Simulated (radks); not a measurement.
Question: All-electron atom: In I in [Kr] 4d10 5s2 5p1 (the NIST ground configuration). All-electron calculation, scalar-relativistic Kohn-Sham, PBE, spin-polarised, spherical densities, finite nucleus; open shells are filled with parallel spins first (spin-orbit coupling, left out, can overturn this in heavy ions); Fermi nuclear charge, rms radius 4.6156 fm; hard spherical wall at 5 bohr. Program: a radial shooting solver on a logarithmic mesh with Libxc functionals. Some entries of the table are withheld. Estimate them.

orbital,occ.,eigenvalue (hartree),r(max) (bohr)
1s up,1,-1019.781,0.01922
1s down,1,-1019.780,0.01922
2s up,1,-152.5987,0.1086
2s down,1,-152.5986,0.1086
2p up,3,-136.9577,0.08692
2p down,3,-136.9573,0.08692
3s up,1,-28.86744,0.3155
3s down,1,-28.86689,0.3155
3p up,3,-23.74479,0.3088
3p down,3,-23.74416,0.3088
3d up,5,-15.79142,0.2582
3d down,5,-15.79089,0.2582
4s up,1,-4.28802,0.7697
4s down,1,-4.28692,0.7698
4p up,3,-2.76232,0.8160
4p down,3,-2.76109,0.8161
4d up,5,-0.58012,0.9320
4d down,5,-0.57546,0.9315
5s up,1,-0.21780,2.171
5s down,1,-0.18777,2.145
5p up,1,0.03937,2.605
5p down,0,0.07273,2.588
5d up,0,0.42504,3.219
5d down,0,0.45719,3.236
6s up,0,0.65007,3.748
4f up,0,0.65404,(1)
6s down,0,0.67078,3.751
4f down,0,0.68634,(2)

Answer: 
(1) 4f up r(max) (bohr): 3.245
(2) 4f down r(max) (bohr): 3.267
